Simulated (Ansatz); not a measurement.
Program: Ansatz. Geometries: PBE0-D4/def2-TZVP. ΔE: electronic, gas phase. CCSD(T)/CBS adds triple-zeta CCSD(T) − MP2 to the extrapolated MP2 energy (def2 sets, frozen cores). This one scheme is used for every species. DFT in def2-TZVPP. B3LYP here is the variant with VWN-RPA as its local correlation; programs differ in this. HSE06 is defined as in plane-wave codes. For Ge outer-core shells are correlated without core-valence functions, which leaves a few kJ/mol of doubt a bond. Scalar relativity is left out up to krypton. One conformer a species, not always the lowest.

Consider the formal exchange of groups at a B–Ge bond: `B[BH][GeH3]` + ethane → `BBCC` + GeH₄.

| level | ΔE (kJ/mol) | difference from CCSD(T)/CBS |
| --- | --- | --- |
| revPBE-D4 | 15.0 | 2.7 |
| r2SCAN-D4 | 14.3 | 2.0 |
| B3LYP-D4 | 11.3 | -1.0 |
| r2SCANh-D4 | 13.4 | 1.1 |
| HSE06-D4 | 13.7 | 1.4 |
| ωB97X-V | 6.8 | -5.5 |
| ωB97M-V | 6.8 | -5.5 |
| PBE-QIDH | 10.8 | -1.5 |
| r2SCAN | 14.8 | 2.5 |
| r2SCAN0 | 12.4 | 0.1 |
| BHLYP | 7.8 | -4.5 |
| LC-ωPBE | 7.1 | -5.2 |
| HF/def2-TZVPP | 2.4 | -9.9 |
| MP2/def2-TZVPP | 9.8 | -2.5 |
| CCSD(T)/def2-TZVPP | 11.3 | -1.0 |
| MP2/def2-QZVPP | 9.9 | -2.4 |
| CCSD(T)/CBS | 12.3 | 0 |

Largest T1 diagnostic among the species: 0.013.

In def2-TZVPP, CCSD(T) changes the Hartree–Fock value by +8.9 kJ/mol (the triples alone add +1.1 kJ/mol) and MP2 by +7.4 kJ/mol. Leaving LDA and LC-ωPBE aside and taking each functional with its dispersion term where it has one, the values, not all of them listed here, spread over 10.9 kJ/mol, from CAM-B3LYP-D4 to PBE-D4. LDA lies −5.8 kJ/mol from PBE without D4. At CCSD(T), def2-SVP lies −10.9 kJ/mol from the extrapolated value and def2-TZVPP −1.0 kJ/mol.
